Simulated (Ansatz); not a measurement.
`[CH3][Cd][Cl]` + HBr → `[CH3][Cd][Br]` + HCl at 600 K and 1 bar (ligand exchange at a Cd–Cl bond).

Isolated molecules relaxed with PBE0-D4/def2-TZVP in Ansatz; ΔE leaves out vibrations. CCSD(T)/CBS adds triple-zeta CCSD(T) − MP2 to the extrapolated MP2 energy (def2 sets, frozen cores). This one scheme is used for every species. Elements past krypton have def2 core potentials. For Br, Cd outer-core shells are correlated without core-valence functions, which leaves a few kJ/mol of doubt a bond. Scalar relativity is left out up to krypton.

```csv
species,CCSD(T)/CBS energy (Eh),H − E (kJ/mol),S (J/(mol·K))
`[CH3][Cd][Cl]`,-667.39508,136.0,355.5
HBr,-2573.91920,33.5,219.1
`[CH3][Cd][Br]`,-2780.94166,135.8,367.7
HCl,-460.38127,35.4,207.2
```

H − E and S are ideal-gas, rigid-rotor, harmonic terms from PBE0-D4/def2-TZVP. 1 Eh = 2625.50 kJ/mol, R = 8.31446 J/(mol·K).

Q: By hand: ΔE, ΔH, ΔS and ΔG.

A: ΔE = (-2780.94166) + (-460.38127) − (-667.39508) − (-2573.91920) = -0.00865 Eh = -22.7 kJ/mol. Δ(H − E) = 135.8 + 35.4 − 136.0 − 33.5 = 1.7, so ΔH = -21.0 kJ/mol. ΔS = 367.7 + 207.2 − 355.5 − 219.1 = 0.3 J/(mol·K). ΔG = -21.0 − 600 × (0.3)/1000 = -21.2 kJ/mol.

Q: By hand: the equilibrium constant, and the temperature at which ΔG would vanish if ΔH and ΔS stayed fixed.

A: log₁₀ K = −ΔG/(RT ln 10) = 1.8. ΔH and −TΔS have one sign here, so there is no such temperature.

The number of gas molecules stays the same, so ΔS is small and ΔH decides. A doubt of 5 kJ/mol in ΔE shifts log₁₀ K by 0.4 here. These are equilibria of isolated gas molecules and say nothing of rates. Largest T1 diagnostic: 0.012 (customary marks: 0.02 for closed shells, 0.045 for open ones).

ΔS is within the doubt of such terms, so its sign, and with it that verdict, could turn.
